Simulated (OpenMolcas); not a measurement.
**neutral lead: input and output**

Input:

```
&GATEWAY
Coord
1

Pb 0.0 0.0 0.0
Basis=ANO-RCC-VQZP
Group=XYZ
NoMove
AngMom=0.0 0.0 0.0
AMFI
RX2C
&SEWARD
&RASSCF
FileOrb=start.orb
Symmetry=1
Spin=3
nActEl=2 0 0
Inactive=21 19
Ras2=0 3
CIRoot=3 3 1
SDav=3
CIMx=300
Iter=120 100
PrWF=0.3
OrbListing=Nothing
MaxOrb=0
Atom
>>> COPY $Project.JobIph JOB001
&RASSCF
FileOrb=start.orb
Symmetry=1
Spin=1
nActEl=2 0 0
Inactive=21 19
Ras2=0 3
CIRoot=6 6 1
SDav=6
CIMx=300
Iter=120 100
PrWF=0.3
OrbListing=Nothing
MaxOrb=0
Atom
CIOnly
>>> COPY $Project.JobIph JOB002
&RASSI
NrOfJobIphs=2 3 6
1 2 3
1 2 3 4 5 6
IphNames
JOB001
JOB002
EJob
SpinOrbit
DIPRint=1.0
SOCoupling=1000.0
Subsets=2
MEES
Property=10
'ANGMOM' 1 'ANGMOM' 2 'ANGMOM' 3 'MLTPL  1' 1 'MLTPL  1' 2 'MLTPL  1' 3
'AMFI' 1 'AMFI' 2 'AMFI' 3 'MLTPL  2' 6
SOProperty=3
'ANGMOM' 1 'ANGMOM' 2 'ANGMOM' 3
```

Launched by
```bash
OMP_NUM_THREADS=1 MOLCAS_MEM=2252 MOLCAS_PROJECT=a pymolcas a.inp > a.log  # once for each step of the input, in one work folder
```

A driver script runs the steps one by one and writes start.orb anew before each from the orbitals found so far, so a CI-only block uses the converged orbitals of the first block.

Output, cut to the results:

```
--- SEWARD ---
Basis set label: PB.ANO-RCC...9S8P6D4F3G.

      Electronic valence basis set:
      ------------------
      Associated Effective Charge  82.000000 au
      Associated Actual Charge     82.000000 au
      Nuclear Model: Point charge

      Shell  nPrim  nBasis  Cartesian Spherical Contaminant
         s      25       9        X
         p      22       8        X
         d      16       6                 X
         f      12       4                 X
         g       4       3                 X
RX2C
                  Relativistic X2C integrals
                  Atomic mean-field integrals
--- RASSCF ---
Wave function specifications:
      -----------------------------

      Number of closed shell electrons          80
      Number of electrons in active shells       2
      Max number of holes in RAS1 space          0
      Max nr of electrons in RAS3 space          0
      Number of inactive orbitals               40
      Number of active orbitals                  3
      Number of secondary orbitals              75
      Spin quantum number                      1.0
      State symmetry                             1
Orbital specifications:
      -----------------------

      Symmetry species                           1   2
                                                ag  au
      Frozen orbitals                            0   0
      Inactive orbitals                         21  19
      Active orbitals                            0   3
      RAS1 orbitals                              0   0
      RAS2 orbitals                              0   3
      RAS3 orbitals                              0   0
      Secondary orbitals                        45  30
      Deleted orbitals                           0   0
      Number of basis functions                 66  52
      Number of CSFs                             3
      Number of root(s) required                 3
      Iter CI   SX   CI       RASSCF       Energy    max ROT     max BLB   max BLB  Level Ln srch  Step   QN
          iter iter root      energy       change     param      element    value   shift minimum  type update
 Nr of preliminary CI iterations:   1
      Total energies have been shifted. Add               -20000.00 au
        1   1   14    0  -884.23775196    0.00E+00  -1.96E-02    2  24 1  1.58E-01*  0.00   0.00    SX    NO
        2   1   13    0  -884.23823983   -4.88E-04* -4.58E-03   15  23 1  2.19E-03*  0.00   0.00    SX    NO
        3   1   12    0  -884.23825425   -1.44E-05* -1.59E-03   13  35 2 -5.08E-04*  0.00   0.00    SX    NO
        4   1   10    0  -884.23825576   -1.51E-06* -5.00E-04   13  35 2  2.80E-04*  0.00   0.00    SX    NO
        5   1   10    0  -884.23825596   -1.99E-07* -1.04E-04   13  35 2 -1.68E-04*  0.00   0.70    QN   YES
        6   1   10    0  -884.23825601   -4.90E-08*  4.23E-05   16  25 1  2.24E-05   0.00   0.96    QN   YES
        7   1    9    0  -884.23825601   -9.82E-10   1.47E-05   21  22 1 -1.36E-05   0.00   0.68    QN   YES
      Convergence after  7 iterations
        8   1    9    0  -884.23825601   -3.38E-10   1.47E-05   21  22 1 -2.19E-06   0.00   0.68    QN   YES
      Natural orbitals and occupation numbers for root  1
      sym 2:   1.000000   1.000000   0.000000
      Natural orbitals and occupation numbers for root  2
      sym 2:   1.000000  -0.000000   1.000000
      Natural orbitals and occupation numbers for root  3
      sym 2:   0.000000   1.000000   1.000000
::    RASSCF root number  1 Total energy: -20884.23825601
::    RASSCF root number  2 Total energy: -20884.23825601
::    RASSCF root number  3 Total energy: -20884.23825601
--- RASSCF ---
Wave function specifications:
      -----------------------------

      Number of closed shell electrons          80
      Number of electrons in active shells       2
      Max number of holes in RAS1 space          0
      Max nr of electrons in RAS3 space          0
      Number of inactive orbitals               40
      Number of active orbitals                  3
      Number of secondary orbitals              75
      Spin quantum number                      0.0
      State symmetry                             1
Orbital specifications:
      -----------------------

      Symmetry species                           1   2
                                                ag  au
      Frozen orbitals                            0   0
      Inactive orbitals                         21  19
...
--- RASSI ---
SPIN-FREE ENERGIES:
  (Shifted by EMIN (a.u.) =     -20884.2382560075)

 SF State       Relative EMIN(au)   Rel lowest level(eV)    D:o, cm**(-1)      L_eff

     1             0.0000000000        0.0000000000              0.0000         1.0
     2             0.0000000000        0.0000000000              0.0000         1.0
     3             0.0000000000        0.0000000000              0.0000         1.0
     4             0.0343173563        0.9338228377           7531.7891         2.0
     5             0.0343173563        0.9338228377           7531.7891         2.0
     6             0.0343173563        0.9338228377           7531.7891         2.0
     7             0.0343173563        0.9338228377           7531.7891         2.0
     8             0.0343173563        0.9338228377           7531.7891         2.0
     9             0.0857933908        2.3345570939          18829.4728         0.0
     Dipole printing threshold changed to   1.00000000E+00
Eigenvalues of complex Hamiltonian:
   -----------------------------------
  (Shifted by EMIN (a.u.) =     -20884.2382560075)

 SO State       Relative EMIN(au)   Rel lowest level(eV)    D:o, cm**(-1)     J-value

     1            -0.0433297475        0.0000000000              0.0000        -0.0
     2            -0.0148413989        0.7752074574           6252.4698         1.0
     3            -0.0148413989        0.7752074574           6252.4698         0.6
     4            -0.0148413989        0.7752074574           6252.4698         0.6
     5             0.0014414764        1.2182870667           9826.1479         1.1
     6             0.0014414764        1.2182870667           9826.1479         1.8
     7             0.0014414764        1.2182870667           9826.1479         1.1
     8             0.0014414764        1.2182870667           9826.1479         1.8
     9             0.0014414764        1.2182870667           9826.1479         1.9
...
```

The J values that RASSI prints are effective ones from its own formula and need not be integers or half-integers; the table below assigns J from the states.

Levels above the lowest, from the spin-orbit matrix, grouped by J:

| Configuration | Term | J | E (eV) | Measured (eV) | Term weight % | Second |
| --- | --- | --- | --- | --- | --- | --- |
| 6s2 6p2 | 3P | 0 | 0.0000 | 0.0000 | 90 | 10 1S |
| 6s2 6p2 | 3P | 1 | 0.7752 | 0.9695 | 100 |  |
| 6s2 6p2 | 3P | 2 | 1.2183 | 1.3205 | 71 | 29 1D |
| 6s2 6p2 | 1D | 2 | 2.4775 | 2.6604 | 71 | 29 3P |
| 6s2 6p2 | 1S | 0 | 3.8850 | 3.6534 | 90 | 10 3P |

Against the 4 measured excited levels shown (NIST Handbook of Basic Atomic Spectroscopic Data) the mean absolute deviation is 1400 cm-1; the largest miss in energy is 6s2 6p2 1S0: computed 3.8850, measured 3.6534 eV (+6.3 %), and the largest in proportion 6s2 6p2 3P1 (-20.0 %).

Terms from blocks run as CI alone lack orbitals of their own. Spin-orbit splittings of 6p shells tend to come out small when the coupling is added on scalar orbitals. With the s shell closed, the reference lacks s² → p² mixing. Measured partners are found by configuration, term and J. A level has none where our copy of the source lacks it or the pairing is in doubt (some pairs that miss far off the trend of their configuration count as doubtful), and it then counts in no deviation. Where the source uses jj or jK labels, the order within each J decides. Levels of configurations outside the active space are missing.

The RASSCF and RASSI steps took 4.8 s on 1 thread of Intel(R) Xeon(R) Platinum 8488C (Sapphire Rapids) (shared host); the integral step is not counted.

The term weight is that of the spin-free term in the level, not the purity of its configuration.
